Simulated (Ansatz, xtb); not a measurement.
## The atomisation energy (no zero-point term) down a group: F to Br

One atom is swapped for its congeners: C4H4FN `Fc1ccc[nH]1`; C4H4ClN `Clc1ccc[nH]1`; C4H4BrN `Brc1ccc[nH]1`. All are singlets with charge 0.

Shapes, held fixed at every level: PBE0-D4/def2-TZVP. Programs: Ansatz 0.2.0, xtb 6.7.1. Values in eV.

```json
{"level": "GFN0-xTB", "C4H4FN": "47.09", "C4H4BrN": "46.20"}
{"level": "HF/def2-SVP", "C4H4FN": "33.39", "C4H4BrN": "32.00"}
{"level": "B3LYP-D4/def2-TZVPP", "C4H4FN": "46.86", "C4H4BrN": "45.10"}
{"level": "PBE0-D4/def2-TZVPP", "C4H4FN": "47.60", "C4H4BrN": "45.94"}
{"level": "wB97X-V/def2-TZVPP", "C4H4FN": "46.90", "C4H4BrN": "45.13"}
{"level": "B2PLYP/def2-TZVPP", "C4H4FN": "46.40", "C4H4BrN": "44.67"}
{"level": "CCSD(T)/def2-TZVPP", "C4H4FN": "45.25", "C4H4BrN": "43.62"}
```

(1) Estimate the column for C4H4ClN from its neighbours.

## Answers

(1) The mean of the neighbours at CCSD(T)/def2-TZVPP is 44.44 eV, against 44.06 from the run: the member lies nearer Br. All rows: GFN0-xTB 46.99; HF/def2-SVP 32.44; B3LYP-D4/def2-TZVPP 45.62; PBE0-D4/def2-TZVPP 46.48; wB97X-V/def2-TZVPP 45.69; B2PLYP/def2-TZVPP 45.17; CCSD(T)/def2-TZVPP 44.06 eV. At CCSD(T)/def2-TZVPP the atomisation energy falls at every step, from 45.25 to 43.62 eV. Every level shows the same order. Relativity is left out for Br unless named. Correlated rows may include outer-core shells of Br, which these sets cover unevenly. GFN0-xTB strays far from the other rows. xTB rows lack spin polarisation. Spin-orbit coupling, which grows down the group, is left out (summed over each molecule's free atoms 0.03, 0.05, 0.17 eV).
